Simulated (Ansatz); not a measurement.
**Worked example: HOF + CBrCl2 → OH + CBrCl2F**

Species: HOF (hypofluorous acid) `OF`, singlet; CBrCl2 `Cl[C](Cl)Br`, doublet; OH, doublet; CBrCl2F (bromodichlorofluoromethane) `FC(Cl)(Cl)Br`, singlet. A radical takes F: the energy is the difference in strength between the O–F bond broken and the C–F bond made.

Shapes, held fixed at every level: PBE0-D4/def2-TZVP. Programs: Ansatz 0.2.0. The zero-point and thermal change to 298 K, harmonic and unscaled (PBE0-D4/def2-TZVP), is -3.8 kJ/mol.

At CCSD(T)/def2-TZVPP; 1 Eh = 2625.50 kJ/mol:

| species | energy (Eh) |
| --- | --- |
| HOF | -175.341719 |
| CBrCl2 | -3530.123351 |
| OH | -75.641505 |
| CBrCl2F | -3629.912342 |

Work out ΔH(298 K) of the reaction at this level.


1. Products less reactants: (-75.641505) + (-3629.912342) − [(-175.341719) + (-3530.123351)] = -0.088777 Eh = -233.1 kJ/mol.
2. With the thermal change: -233.1 + (-3.8) = -236.9 kJ/mol.

Other levels give -309.7 (HF/def2-TZVPP) to -196.6 kJ/mol (PBE-D4/def2-TZVPP). No measured value is set beside it here. Open shells run unrestricted. Relativity is left out for Br. Outer-core shells of Br are correlated, in sets that cover them unevenly. The median of the other levels is -244.9 kJ/mol.
